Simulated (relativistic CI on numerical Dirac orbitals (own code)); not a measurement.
## Cu⁴⁺ (3d7) in a crystal field

Calculated by Dirac-Coulomb-Breit CI, orbitals from a KLI potential per configuration, model QED (radiative potential, 1s self-energy scaled to tabulated hydrogen-like ionisation energies), valence Slater integrals scaled by 0.9, one configuration in a parametric crystal field (own radial code). With so little scaling, terms lie 10 to 35 % too far apart, which can change the order of excited levels.

Field parameters in Wybourne normalisation: D3d B²₀ = −7Dσ, B⁴₀ = −14Dq − 21Dτ, B⁴₃ = −14√(10/7) Dq. The field is a parameter set, without covalency.

S is read from ⟨S²⟩ = S(S + 1).

Levels (cm⁻¹, degeneracy): 0 (2), 187 (2), 1277 (2), 1705 (2), 1980 (2), 2482 (2), 5708 (2), 5793 (2), 20259 (2), 20368 (2), 21516 (2), 21606 (2).

Question: Which field gives this pattern?
A. D3d, 10Dq = 22000, Dσ = -1200, Dτ = 70 cm⁻¹
B. D3d, 10Dq = 22000, Dσ = 110, Dτ = 70 cm⁻¹
C. D3d, 10Dq = 22000, Dσ = -760, Dτ = 70 cm⁻¹
D. D3d, 10Dq = 22000, Dσ = 330, Dτ = 70 cm⁻¹

Answer: A. D3d, 10Dq = 22000, Dσ = -1200, Dτ = 70 cm⁻¹, ground level with S = 1.50.
